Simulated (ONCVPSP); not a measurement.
# Which change was made? (Cs, ONCV)

```
Element                 : caesium (Cs)
Generator               : ONCVPSP 4.0.1
Type                    : optimised norm-conserving Vanderbilt (ONCV)
Functional              : PBE
Relativity              : fully relativistic
Frozen core             : [Kr] 4d10 5s2
Valence charge          : 7
Reference configuration : 5p6 5d1
Partial waves           : s scattering state at 0.3 Ha: rc 4.00 bohr, ncon 4, nbas 9, qcut 1.3 1/bohr, 3 projectors, debl 3.5 Ha; 5p: rc 2.85 bohr, ncon 4, nbas 9, qcut 3.8 1/bohr, 2 projectors, debl 2.4 Ha; 5d: rc 4.00 bohr, ncon 4, nbas 7, qcut 2.8 1/bohr, 2 projectors, debl 0.9 Ha
Local potential         : polynomial inside 2.70 bohr (lpopt 2, dvloc0 6 Ha)
Core correction         : none
```

Open shells are filled in proportion to 2j + 1.

In the s channel the program set the typed energies aside and used 0.050, 3.550, 7.050 Ha.

Cutoffs, loose and tight: the cutoffs (Ha) at which the residual kinetic energy of the hardest occupied pseudo-wave falls to 1 and 0.1 mHa per electron. They do not see the model core or the augmentation charge, which bear on the density cutoff. Test errors are all-electron minus pseudo excitation energies from the reference, over the configurations 5p6 5d0 6s1; 5p6 5d0; 5p6 5d0 6s0.5; 5p6 5d0.5 6s0.5; variants that change the core or the reference have their own tests.

The base gives: outcome: generated, projector energies reset by the program; cutoff, loose: 4.1 Ha; cutoff, tight: 5.0 Ha; bound ghosts: none; GHOST(+) flags above zero: s; largest test error (meV): -39.

After one change the result is: outcome: generated, projector energies reset by the program; cutoff, loose: 4.1 Ha; cutoff, tight: 5.0 Ha; bound ghosts: none; GHOST(+) flags above zero: s; largest test error (meV): -26. Which change was it?
A. d: qcut 1.7
B. all radii scaled by about 0.84 (s 3.38, p 2.40, d 3.38 bohr); local potential polynomial inside 2.28 bohr (lpopt 2, dvloc0 6 Ha)
C. s: nproj 1
D. local potential polynomial inside 2.70 bohr (lpopt 2, dvloc0 7.5 Ha)
E. local potential polynomial inside 2.50 bohr (lpopt 5, dvloc0 1 Ha)

E. The others give: s: nproj 1 → outcome: generated, projector energies reset by the program; cutoff, loose: 4.1 Ha; cutoff, tight: 5.0 Ha; bound ghosts: none; GHOST(+) flags above zero: s; largest test error (meV): +11 | d: qcut 1.7 → outcome: generated, projector energies reset by the program; cutoff, loose: 7.0 Ha; cutoff, tight: 10 Ha; bound ghosts: none; GHOST(+) flags above zero: s; largest test error (meV): -36 | local potential polynomial inside 2.70 bohr (lpopt 2, dvloc0 7.5 Ha) → outcome: generated, projector energies reset by the program; cutoff, loose: 4.1 Ha; cutoff, tight: 5.0 Ha; bound ghosts: s; GHOST(+) flags above zero: s; largest test error (meV): -47 | all radii scaled by about 0.84 (s 3.38, p 2.40, d 3.38 bohr); local potential polynomial inside 2.28 bohr (lpopt 2, dvloc0 6 Ha) → outcome: generated, projector energies reset by the program; cutoff, loose: 4.9 Ha; cutoff, tight: 20 Ha; bound ghosts: none; GHOST(+) flags above zero: s; largest test error (meV): +16.
